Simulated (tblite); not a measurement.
Compound: C₆H₁₂ClFO.
Z-matrix (Å and degrees, GFN2-xTB geometry), rows numbered from 1:
```
C 
C   1  1.5241
C   2  1.5294  1  111.24
O   2  1.4281  1  106.51  3   120.67
C   4  1.4074  2  117.03  1   156.53
C   5  1.5248  4  108.55  2   142.52
C   5  1.5392  4  107.89  2   -97.16
F   7  1.3611  5  110.13  4    65.02
Cl  7  1.7782  5  112.00  4  -175.67
H   1  1.0865  2  109.55  3   -61.40
H   1  1.0859  2  110.16  3    58.95
H   1  1.0863  2  109.93  3   179.22
H   2  1.0987  1  109.30  3  -121.01
H   3  1.0880  2  110.97  1   178.67
H   3  1.0871  2  109.62  1    58.78
H   3  1.0863  2  109.97  1   -61.27
H   5  1.0986  4  111.23  2    20.95
H   6  1.0864  5  109.43  4    58.26
H   6  1.0861  5  109.02  4   -60.31
H   6  1.0852  5  110.84  4   179.25
H   7  1.0954  5  111.42  4   -53.86
```

Calculated harmonic vibrations of the isolated species, GFN2-xTB (tblite), most abundant isotopes, no scaling. Errors from tens to a few hundred cm⁻¹ against measured bands are possible. One conformer, not necessarily the lowest.

Harmonic wavenumbers (cm⁻¹): 39.3, 45.2, 56.9, 161.5, 170.0, 172.9, 197.7, 216.3, 269.0, 308.1, 351.4, 381.7, 391.0, 441.1, 501.7, 515.7, 751.5, 859.6, 889.5, 925.2, 938.4, 968.6, 996.0, 1041.8, 1094.3, 1108.8, 1120.0, 1140.2, 1154.0, 1172.3, 1191.7, 1244.1, 1286.1, 1305.4, 1315.6, 1336.7, 1393.3, 1395.7, 1405.5, 1466.4, 1472.9, 1484.1, 1486.7, 1488.6, 1498.9, 2885.6, 2894.7, 2936.6, 3030.7, 3044.8, 3047.3, 3051.5, 3052.6, 3053.3, 3054.4, 3057.2, 3061.9.

A = 2429, B = 729.2, C = 631.9 MHz; mass 154.056 u (most abundant isotopes); point group C1, symmetry number 1.

Q: Zero-point energy?

A: ½Σν̃ = 37661 cm⁻¹ = 450.52 kJ/mol.

Q: Entropy at 200 K, 1 bar (ideal gas, RRHO, classical rotation)?

A: Translation 163.38, rotation 120.71, vibration 103.91: S = 388.0 J/(mol K).

Q: And Cp and H(200 K) − H(0)?

A: Cp = 135.49 J/(mol K), of which vibrations give 102.23 (their classical limit is 57 R = 473.9); H(200 K) − H(0) = 17.55 kJ/mol without the zero-point energy, 10.90 from vibrations.

Q: How do the functions run with temperature in this model?

A: 
```tsv
T (K)	S (J/(mol K))	Cp (J/(mol K))	H − H(0) (kJ/mol)	G − H(0) (kJ/mol)	ln q(vib)
150	352.1	114.9	11.28	-41.53	4.28
250	420.4	155.8	24.83	-80.27	7.56
298.15	449.6	176.3	32.82	-101.22	9.07
400	507.5	219.9	53.01	-150.00	12.16
600	610.9	291.0	104.50	-262.06	17.97
900	743.3	360.8	203.14	-465.83	26.07
```

q(vib) and H(0) count from the zero-point level.

Q: Which modes carry the vibrational entropy at 200 K?

A: 39.3 cm⁻¹: 18.85; 45.2 cm⁻¹: 17.69; 56.9 cm⁻¹: 15.80; 161.5 cm⁻¹: 7.52; 170.0 cm⁻¹: 7.14; 172.9 cm⁻¹: 7.02 J/(mol K); the other 51 give 29.89 together.

Q: Blend soft modes into free rotors: weight 1/[1 + (100 cm⁻¹/ν̃)⁴] for the oscillator and the rest for a rotor with moment μB/(μ + B), μ = h/(8π²ν), B = 10⁻⁴⁴ kg m². What vibrational entropy results?

A: 93.10 J/(mol K) in place of 103.91, which changes −T·S at 200 K by +2.16 kJ/mol.

Hindered rotation and anharmonicity are outside this model. Other conformers, if any are populated, would add a mixing term that is left out. The structure is chiral; the term R ln 2 for an equal mix with its mirror image is left out.
